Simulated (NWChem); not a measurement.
System: SiH₄S₃; SMILES S[SiH](S)S

NWChem input:

```
start job
memory heap 200 mb stack 900 mb global 1100 mb
geometry units angstroms noautosym nocenter noautoz
  Si     0.000000     0.000000    -0.225717
  S     -1.991210     0.200556     0.527774
  S      1.169291     1.624161     0.527774
  S      0.821919    -1.824716     0.527774
  H      0.000000     0.000000    -1.717427
  H     -2.298565     1.250324    -0.269464
  H      2.232095     1.365454    -0.269464
  H      0.066470    -2.615778    -0.269464
end
basis spherical
  * library def2-svp
end
dft
  xc pbe0
  iterations 150
end
cosmo
  do_cosmo_smd true
  solvent water
end
task dft energy
```

All runs use the structure optimised with PBE0/def2-SVP. Solvent: water.

Level: PBE0/def2-SVP with SMD (1 M gas to 1 M solution), gas-phase geometry. Reactions with the solvent are ignored.

Question: What results follow from this input? (PBE0/def2-SVP, SMD on the gas-phase geometry.) Quantities: solvation free energy (kcal/mol); cavity-dispersion-structure term (kcal/mol); dipole in solution (D).

Answer: 
| Quantity | Result |
|---|---|
| solvation free energy (kcal/mol) | -3.3 |
| cavity-dispersion-structure term (kcal/mol) | 1.5 |
| dipole in solution (D) | 3.13 |
